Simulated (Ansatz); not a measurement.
`B[SiH2]CF` → `B[SiH2]F` + `[CH2]` (triplet)  (formal loss of a carbene)

Isolated molecules relaxed with PBE0-D4/def2-TZVP in Ansatz; ΔE leaves out vibrations. CCSD(T)/CBS adds triple-zeta CCSD(T) − MP2 to the extrapolated MP2 energy (def2 sets, frozen cores). This one scheme is used for every species. Functionals use def2-TZVPP. HSE06 is defined as in plane-wave codes. Triplets are unrestricted, without spin–orbit coupling. One conformer a species, not always the lowest.

```csv
level,ΔE (kJ/mol),difference from CCSD(T)/CBS
LDA (SPW92),320.4,89.7
HSE06-D4,242.2,11.5
BHLYP-D4,213.4,-17.3
ωB97X-V,251.2,20.5
ωB97M-V,241.0,10.3
revPBE,228.7,-2.0
r2SCAN,214.6,-16.1
PBE0,236.7,6.0
BHLYP,206.5,-24.2
LC-ωPBE,228.8,-1.9
HF/def2-SVP,103.9,-126.8
MP2/def2-SVP,225.9,-4.8
CCSD/def2-SVP,218.5,-12.2
HF/def2-TZVPP,81.3,-149.4
SCS-MP2/def2-TZVPP,228.7,-2.0
CCSD/CBS(def2),218.0,-12.7
CCSD(T)/CBS,230.7,0
```

Largest T1 diagnostic among the species: 0.012.

From PBE to PBE0 (25 % exact exchange), in def2-TZVPP and without D4, ΔE moves by −15.0 kJ/mol. In def2-TZVPP, CCSD(T) changes the Hartree–Fock value by +141.2 kJ/mol (the triples alone add +12.7 kJ/mol) and MP2 by +143.1 kJ/mol. Leaving LDA and LC-ωPBE aside and taking each functional with its dispersion term where it has one, the values, not all of them listed here, spread over 49.1 kJ/mol, from r2SCAN0-D4 to PBE-D4. LDA lies +68.7 kJ/mol from PBE without D4.
